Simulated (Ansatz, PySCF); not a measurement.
Reaction (SMILES): CC(=O)C(C)=O + 7 [H][H] (H2) -> 4 C (CH4) + 2 O (H2O)
Each molecule is optimised on its own at B3LYP-D3(BJ)/def2-TZVP (Ansatz, an electronic-structure program), one conformer each, not searched for the lowest. Frequencies are from Ansatz or PySCF.
Geometry of the first species:
```
C
O 1 1.2079
C 1 1.5003 2 124.27
H 3 1.0870 1 109.70 2 0.00
H 3 1.0918 4 110.55 1 121.42
H 3 1.0918 4 110.55 5 117.17
C 1 1.5499 2 119.32 3 -180.00
O 7 1.2079 1 119.32 2 -180.00
C 7 1.5003 8 124.27 1 -180.00
H 9 1.0870 7 109.70 8 0.00
H 9 1.0918 10 110.55 7 -121.42
H 9 1.0918 10 110.55 11 -117.17
```
Charge 0, spin multiplicity 1.

Property: energy of full hydrogenation (enthalpy at 298 K, with B3LYP-D3(BJ) rigid-rotor harmonic-oscillator terms), in kJ/mol. Cores are frozen in the correlated levels unless marked. Spin-orbit coupling is left out. No relativistic terms. CBS(X,Y): correlation extrapolated as X^-3; Hartree-Fock from the larger set. The bracket is a focal-point correction in the basis named.

```json
[
 {"level": "HF/aug-cc-pVTZ", "program": "Ansatz", "energy of full hydrogenation (kJ/mol)": "-503.2", "minus last row": "-46.6"},
 {"level": "BLYP-D4/def2-TZVPD", "program": "Ansatz + dftd4", "energy of full hydrogenation (kJ/mol)": "-380.0", "minus last row": "76.6"},
 {"level": "B3LYP-D4/def2-TZVPD", "program": "Ansatz + dftd4", "energy of full hydrogenation (kJ/mol)": "-429.0", "minus last row": "27.6"},
 {"level": "r2SCANh/def2-TZVPD", "program": "Ansatz", "energy of full hydrogenation (kJ/mol)": "-451.0", "minus last row": "5.6"},
 {"level": "B2GP-PLYP-D3(BJ)/def2-TZVPD", "program": "Ansatz + dftd3", "energy of full hydrogenation (kJ/mol)": "-438.3", "minus last row": "18.3"},
 {"level": "RI-MP2/aug-cc-pVQZ", "program": "Ansatz", "energy of full hydrogenation (kJ/mol)": "-457.3", "minus last row": "-0.7"},
 {"level": "SCS-MP2/6-31G", "program": "Ansatz", "energy of full hydrogenation (kJ/mol)": "-367.7", "minus last row": "88.9"},
 {"level": "SCS-MP2/6-31G*", "program": "Ansatz", "energy of full hydrogenation (kJ/mol)": "-325.3", "minus last row": "131.3"},
 {"level": "CCSD/cc-pVTZ", "program": "Ansatz", "energy of full hydrogenation (kJ/mol)": "-468.8", "minus last row": "-12.2"},
 {"level": "RI-MP2/CBS(cc-pVTZ,cc-pVQZ)+[CCSD(T)-MP2]/cc-pVTZ", "program": "Ansatz", "energy of full hydrogenation (kJ/mol)": "-456.6", "minus last row": "0.0"}
]
```
